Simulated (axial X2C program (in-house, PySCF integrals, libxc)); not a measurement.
Outer orbitals of BiS at 2.324 Å, TPSSh

Computed with an in-house all-electron X2C program for linear molecules (integrals from PySCF). Spin-free means the one-electron spin-free X2C Hamiltonian; two-component (2c) means X2C with spin–orbit coupling and atomic mean-field two-electron Coulomb and Gaunt terms, so the difference of the two also holds small scalar two-electron terms. Basis: Bi dyall-cv3z [12s14p10d6f1g], S dyall-av3z [9s8p3d2f] (cores contracted in-house); Gaussian nuclei, density fitting, unrestricted open shells. Masses: Bi 208.980 u, S 31.972 u.

The distance is close to the 2c PBE0 minimum; the highest filled and lowest empty levels are listed.

Spin-free orbitals, state M_S = 1/2, Λ = 1 (beyond evenly filled blocks: π+α) (Löwdin shares):

```csv
symmetry,occupied,ε (eV),atomic character
σα,yes,-28.76,98% Bi d
δ+α,yes,-28.76,100% Bi d
δ-α,yes,-28.74,100% Bi d
σβ,yes,-28.70,98% Bi d
π+α,yes,-28.65,99% Bi d
π-α,yes,-28.64,99% Bi d
δ-β,yes,-28.60,100% Bi d
δ+β,yes,-28.60,100% Bi d
π-β,yes,-28.57,99% Bi d
π+β,yes,-28.57,99% Bi d
σα,yes,-18.58,"59% S s, 25% Bi s, 5% Bi p"
σβ,yes,-18.34,"61% S s, 21% Bi s, 6% Bi p"
σα,yes,-14.86,"49% Bi s, 26% S s, 12% S p"
σβ,yes,-14.30,"52% Bi s, 23% S s, 14% S p"
σα,yes,-7.89,"55% S p, 35% Bi p, 4% Bi s"
σβ,yes,-7.74,"56% S p, 34% Bi p, 5% Bi s"
π+α,yes,-7.39,"66% S p, 30% Bi p"
π-α,yes,-7.22,"65% S p, 30% Bi p"
π-β,yes,-6.94,"73% S p, 22% Bi p, 2% Bi d"
π+β,yes,-6.94,"73% S p, 22% Bi p, 2% Bi d"
π+α,yes,-4.85,"56% Bi p, 29% S p, 6% S d"
π-α,no,-4.19,"56% Bi p, 29% S p, 6% S d"
π-β,no,-3.49,"64% Bi p, 21% S p, 8% S d"
π+β,no,-3.49,"64% Bi p, 21% S p, 8% S d"
σα,no,-1.04,"46% Bi p, 22% S p, 14% Bi d"
```

Spinors with spin–orbit coupling (state Ω = 1/2):

```tsv
ω	occupied	ε (eV)	atomic character	λ mixture
3/2	yes	-30.13	100% Bi d	82% δ, 18% π
1/2	yes	-30.08	99% Bi d	59% π, 41% σ
-1/2	yes	-30.07	99% Bi d	57% π, 43% σ
-3/2	yes	-30.04	100% Bi d	80% δ, 20% π
-5/2	yes	-27.22	100% Bi d	100% δ
-1/2	yes	-27.21	99% Bi d	57% σ, 43% π
1/2	yes	-27.20	98% Bi d	59% σ, 41% π
-3/2	yes	-27.13	99% Bi d	80% π, 20% δ
3/2	yes	-27.11	99% Bi d	82% π, 18% δ
5/2	yes	-27.11	100% Bi d	100% δ
-1/2	yes	-18.47	61% S s, 22% Bi s, 6% Bi p	100% σ
1/2	yes	-18.15	60% S s, 22% Bi s, 6% Bi p	100% σ
-1/2	yes	-14.66	51% Bi s, 23% S s, 13% S p	100% σ
1/2	yes	-14.15	51% Bi s, 23% S s, 13% S p	100% σ
1/2	yes	-8.10	46% Bi p, 45% S p, 3% S s	58% σ, 42% π
-1/2	yes	-7.99	48% S p, 43% Bi p, 4% Bi s	85% σ, 15% π
1/2	yes	-7.26	68% S p, 25% Bi p	62% π, 38% σ
-3/2	yes	-7.03	77% S p, 19% Bi p, 2% Bi d	100% π
-1/2	yes	-6.86	65% S p, 29% Bi p	88% π, 12% σ
3/2	yes	-6.62	76% S p, 19% Bi p, 3% Bi d	100% π
1/2	yes	-5.14	49% Bi p, 37% S p, 6% S d	94% π, 6% σ
-1/2	no	-3.88	48% Bi p, 37% S p, 6% S d	95% π, 5% σ
-3/2	no	-3.57	67% Bi p, 18% S p, 8% S d	100% π
3/2	no	-2.98	67% Bi p, 18% S p, 8% S d	100% π
-1/2	no	-0.90	48% Bi p, 21% S p, 13% Bi d	98% σ, 2% π
```

Q: How does the gap between the highest filled and lowest empty level change from the spin-free to the 2c table?

A: From 0.66 to 1.26 eV at TPSSh, a change of 0.60 eV.

Mulliken charges and populations of the two-component result (they depend on the basis, above all on diffuse functions):

Bi 0.51 e (s 11.91 p 26.52 d 30.04 f 14.02), S -0.51 e (s 6.00 p 10.43 d 0.07 f 0.01). ⟨Lz⟩ = 0.95 ħ and ⟨Sz⟩ = -0.45 ħ (-0.30 and -0.16 on the two atoms), which add up to Ω.

One determinant describes the state; a PBE0 search over occupations chose it and may have missed a lower one. Density functionals use the spin component along the axis (collinear). Without a current term, density functionals place determinants with orbital angular momentum somewhat too high. The determinant is spin-polarised beyond a pure state at some levels (its spin-free form has ⟨S²⟩ too high), which makes Re and μ there less reliable.
